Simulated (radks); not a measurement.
Values are calculated unless marked as measured or tabulated.
The mean radii <r> (bohr) of the occupied orbitals of an atom or ion are listed with their occupations. Level of theory: scalar-relativistic Kohn-Sham, LDA (Slater exchange, VWN5 correlation), spin-polarised, spherical densities, finite nucleus; Fermi nuclear charge, rms radius of each element as measured or else 0.836 A^(1/3) + 0.57 fm (a radial shooting solver on a logarithmic mesh with Libxc functionals).

orbital  occ.      <r>
1s up       1  0.01868
1s down     1  0.01868
2s up       1  0.07898
2s down     1  0.07898
2p up       3  0.07056
2p down     3  0.07055
3s up       1   0.2032
3s down     1   0.2031
3p up       3   0.2026
3p down     3   0.2025
3d up       5   0.1829
3d down     5   0.1828
4s up       1   0.4166
4s down     1   0.4167
4p up       3   0.4293
4p down     3   0.4294
4d up       2   0.4293

Name the element and its charge. Open shells, if any, are filled with parallel spins first.

Answer. Z = 73, tantalum, charge +35: Ta35+ in [Kr] 4d2. The 1s radius gives Z: for a bare nucleus <r> = (2 gamma + 1)/(2Z) with gamma = sqrt(1 - (Z/c)^2), 0.01844 bohr for Z = 73, and screening makes it slightly larger (0.01868 here). The occupations add up to 38, and the charge is Z minus that.
